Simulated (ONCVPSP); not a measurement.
aluminium (Al), ONCV: configuration errors across variants

aluminium (Al), optimised norm-conserving Vanderbilt (ONCV), made with ONCVPSP 4.0.1 (LDA (Perdew-Zunger), scalar-relativistic). Core [He], reference 2s2 2p6 3s2 3p0.75 (charge +0.25). Waves: 2s+3s: rc 1.20 bohr, ncon 3, nbas 8, qcut 11.6 1/bohr, 2 projectors; 2p+3p: rc 1.20 bohr, ncon 4, nbas 8, qcut 13.1 1/bohr, 2 projectors. Local part: polynomial inside 1.20 bohr (lpopt 5, dvloc0 0 Ha). Core correction: Teter function, fcfact 1.75, rcfact 1.8.

All-electron excitation energies from the reference (eV): (1) 2s2 2p6 3s2 3p1 -0.875; (2) 2s2 2p6 3s2 3p0 4.972; (3) 2s2 2p6 3s1 3p0 24.349; (4) 2s2 2p6 3s0 3p0 52.783.

1 further variants failed, have other tests or too few solved ones, and are left out.

A true bound ghost makes a file unfit for plane-wave use even where its test errors are small: the radial tests pick states by their node count and pass the ghost by.

Errors AE − PS in meV (a dash: test not solved or not reliable):

```json
{"change": "base", "(1)": "0.0", "(2)": "+0.2", "(3)": "-1.0", "(4)": "-6.9", "bound ghosts": "none", "GHOST(+) flags above zero": "none"}
{"change": "s: qcut 7.1", "(1)": "0.0", "(2)": "+0.2", "(3)": "-0.7", "(4)": "-6.2", "bound ghosts": "none", "GHOST(+) flags above zero": "none"}
{"change": "s: qcut 8.9", "(1)": "0.0", "(2)": "+0.2", "(3)": "-0.9", "(4)": "-6.9", "bound ghosts": "none", "GHOST(+) flags above zero": "none"}
{"change": "s: qcut 10.3", "(1)": "0.0", "(2)": "+0.2", "(3)": "-1.0", "(4)": "-7.0", "bound ghosts": "none", "GHOST(+) flags above zero": "none"}
{"change": "s: qcut 11.1", "(1)": "0.0", "(2)": "+0.2", "(3)": "-1.0", "(4)": "-6.9", "bound ghosts": "none", "GHOST(+) flags above zero": "none"}
{"change": "s: qcut 12.5", "(1)": "0.0", "(2)": "+0.2", "(3)": "-1.0", "(4)": "-6.7", "bound ghosts": "none", "GHOST(+) flags above zero": "none"}
{"change": "s: qcut 15.8", "(1)": "0.0", "(2)": "+0.1", "(3)": "-1.0", "(4)": "-6.2", "bound ghosts": "s", "GHOST(+) flags above zero": "none"}
```

Give the same row for: s: qcut 14.2.

0.0, +0.2, -0.9, -6.3; bound ghosts: none; GHOST(+) flags above zero: none.
